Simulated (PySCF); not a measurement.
Borohydride, SMILES [BH4-] (charge -1), singlet, PBE0/def2-SVP optimised geometry.

```
5

B     -0.42    -0.30     0.00
H     -0.83     0.89     0.00
H     -0.83    -0.89     1.02
H      0.83    -0.30     0.00
H     -0.83    -0.89    -1.02
```

Density from PySCF with PBE0/def2-TZVPD at that geometry.

Minimum of the electron density along straight lines between bonded atoms, close to the bond critical point (lines longer than 1.1 times the sum of covalent radii, or with two minima, are not listed):

```json
[
 {"bond": "B1–H2", "length / Å": "1.252", "ρ at the minimum / e bohr⁻³": "0.145", "∇²ρ there / e bohr⁻⁵": "-0.12", "position (fraction from the first atom)": "0.43"},
 {"bond": "B1–H3", "length / Å": "1.252", "ρ at the minimum / e bohr⁻³": "0.145", "∇²ρ there / e bohr⁻⁵": "-0.12", "position (fraction from the first atom)": "0.43"},
 {"bond": "B1–H4", "length / Å": "1.252", "ρ at the minimum / e bohr⁻³": "0.145", "∇²ρ there / e bohr⁻⁵": "-0.12", "position (fraction from the first atom)": "0.43"},
 {"bond": "B1–H5", "length / Å": "1.252", "ρ at the minimum / e bohr⁻³": "0.145", "∇²ρ there / e bohr⁻⁵": "-0.12", "position (fraction from the first atom)": "0.43"}
]
```
